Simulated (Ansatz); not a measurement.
(BeBr2)n off (charge +1): PBE-D4/def2-TZVP single points in Ansatz on relaxed structures, gas phase. Each cluster is the lowest isomer that a short search found in that spin, judged at the geometry's level, and lower ones may exist. HOMO and LUMO are taken over both spins. The spins of the ions were chosen, not always searched. A dash marks a value that wasn't run or was left out as unsound. The structures are stationary points that may keep the symmetry of their start. Remarks come from the PBE and PBE0 runs and from stability tests at other levels; not every state was tested. HOMO above LUMO (over both spins in singlets and doublets, within one spin in higher multiplets; at PBE or PBE0), or a gap under 0.15 eV within one spin, warns that the state may not be the lowest or that an electron is smeared out.

**Question.** Estimate the order by gap (eV), lowest first.
A. Be2Br2⁺ (doublet; reduced ion singlet)
B. Be3Br4⁺ (doublet)
C. BeBr2⁺ (doublet; reduced ion singlet)

**Answer.** C (0.02), B (1.00), A (2.23).

In full:

```csv
species,atoms,state,geometry,HOMO (eV),LUMO (eV),gap (eV),vertical EA (eV),lowest of the spins relaxed,point group (within 0.1 Å),remarks
BeBr2⁺,3,doublet; reduced ion singlet,PBE0-D4/def2-TZVP,-13.63,-13.61,0.02,10.58,"doublet, of doublet/quartet",D∞h,"near-degenerate levels, HOMO above LUMO, gap within one spin near zero"
Be2Br2⁺,4,doublet; reduced ion singlet,PBE-D4/def2-TZVP,-10.76,-8.53,2.23,6.37,"doublet, of doublet/quartet",Cs,–
Be3Br4⁺,7,doublet,PBE0-D4/def2-SVP,-9.14,-8.14,1.00,–,–,C3v,–
```

The gap (eV) runs from 0.02 (BeBr2⁺) to 2.23 (Be2Br2⁺).
